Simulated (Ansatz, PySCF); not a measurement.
Process, species as SMILES: BOB → [BH]OB + H atom (the B-H bond at the site shown breaks; other sites are not compared here)
Geometries: B3LYP-D3(BJ)/def2-TZVP minima from Ansatz (a program for electronic structure), one conformer each, not searched for the lowest.

Quantity: bond dissociation energy (enthalpy at 298 K, with B3LYP-D3(BJ) rigid-rotor harmonic-oscillator terms from PySCF), in eV. Valence correlation only, unless marked. Open shells are spin-unrestricted. No spin-orbit coupling. Non-relativistic. CBS marks a two-point X^-3 extrapolation of the correlation energy; Hartree-Fock from the larger set. The bracket is a focal-point correction in the basis named.

```
level                                                                 program  bond dissociation energy (eV)
-------------------------------------------------------------  --------------  -----------------------------
HF/6-31G*                                                              Ansatz                           3.61
HF-D4/def2-TZVPD                                                PySCF + dftd4                           3.54
B97M-V/def2-TZVPD                                                      Ansatz                           4.37
PBE0/STO-3G                                                            Ansatz                           5.69
PBE0-D4/def2-TZVP                                              Ansatz + dftd4                           4.26
PBE0/def2-QZVPP                                                        Ansatz                           4.26
TPSSh-D4/def2-TZVPD                                             PySCF + dftd4                           4.41
LC-wPBE-D3(BJ)/def2-TZVPD                                      Ansatz + dftd3                           4.30
SCS-MP2/cc-pVTZ                                                        Ansatz                           4.48
RI-MP2/CBS(aug-cc-pVTZ,aug-cc-pVQZ)+[CCSD(T)-MP2]/aug-cc-pVTZ          Ansatz                           4.51
```
